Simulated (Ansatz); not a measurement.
Consider the ligand exchange at a B–N bond: `BN[SiH2][SiH3]` + `COCN` → `BNCOC` + `N[SiH2][SiH3]`.

Program: Ansatz. Geometries: PBE0-D4/def2-TZVP. ΔE: electronic, gas phase. CBS: MP2 limit from def2 TZ/QZ plus the TZ coupled-cluster correction, frozen cores. This one scheme is used for every species. DFT in def2-TZVPP. B3LYP here is the variant with VWN-RPA as its local correlation; programs differ in this. Each species was taken in one conformer, which may not be the lowest.

`BN[SiH2][SiH3]`:

```xyz
12

B    -0.374   -1.648   -1.651
N     0.102   -0.400   -1.235
Si   -0.632    0.664   -0.053
Si    0.738    0.892    1.835
H    -1.400   -2.060   -1.189
H     0.248   -2.279   -2.456
H     0.973   -0.088   -1.643
H    -0.846    2.010   -0.656
H    -1.945    0.076    0.308
H     0.902   -0.417    2.524
H     2.085    1.381    1.427
H     0.150    1.871    2.789
```

`COCN`:

Z-matrix (Å, degrees):
```
C
O 1 1.400
H 1 1.100 2 111.4
H 1 1.090 2 107.6 3 119.0
H 1 1.098 2 112.4 3 -122.0
C 2 1.415 1 113.6 3 55.3
N 6 1.428 2 116.9 1 70.1
H 6 1.091 2 104.6 1 -169.4
H 6 1.099 2 109.3 1 -53.1
H 7 1.011 6 111.6 2 54.6
H 7 1.010 6 112.9 2 -68.6
```

`BNCOC`:

```xyz
13

B     0.150    1.860    1.589
N    -0.241    1.355    0.358
C    -0.428   -0.020    0.035
O     0.577   -0.428   -0.855
C     0.403   -1.756   -1.270
H     0.288    3.042    1.711
H     0.326    1.097    2.495
H    -0.374    1.975   -0.427
H    -0.387   -0.603    0.965
H    -1.413   -0.181   -0.433
H     1.209   -1.990   -1.964
H     0.450   -2.454   -0.423
H    -0.560   -1.898   -1.782
```

`N[SiH2][SiH3]`:

Z-matrix (Å, degrees):
```
Si
Si 1 2.341
N 1 1.724 2 108.6
H 1 1.497 2 108.1 3 -126.1
H 1 1.488 2 110.7 3 117.7
H 2 1.489 1 110.3 3 173.7
H 2 1.491 1 110.1 3 54.6
H 2 1.488 1 111.4 3 -65.4
H 3 1.008 1 119.6 2 167.4
H 3 1.007 1 119.6 2 -50.6
```

(1) Is it downhill or uphill in electronic energy at CCSD(T)/CBS, and by how much? (An estimate is asked.)

(2) What do these levels give: PBE-D4, r2SCAN-D4, PBE0-D4, B3LYP-D4, ωB97X-V, ωB97M-V, B2PLYP, r2SCAN, B3LYP, CCSD/def2-TZVPP, SCS-MP2/def2-QZVPP, CCSD/CBS(def2)? (Estimate.)

Largest T1 diagnostic among the species: 0.013.

Results:

(1) The calculation gave: Downhill: ΔE = -1.0 kcal/mol.

(2) Ansatz gave: PBE-D4 -0.9, r2SCAN-D4 -1.1, PBE0-D4 -1.1, B3LYP-D4 -1.0, ωB97X-V -1.1, ωB97M-V -1.1, B2PLYP -1.2, r2SCAN -1.2, B3LYP -1.5, CCSD/def2-TZVPP -1.0, SCS-MP2/def2-QZVPP -1.2, CCSD/CBS(def2) -1.2 kcal/mol.
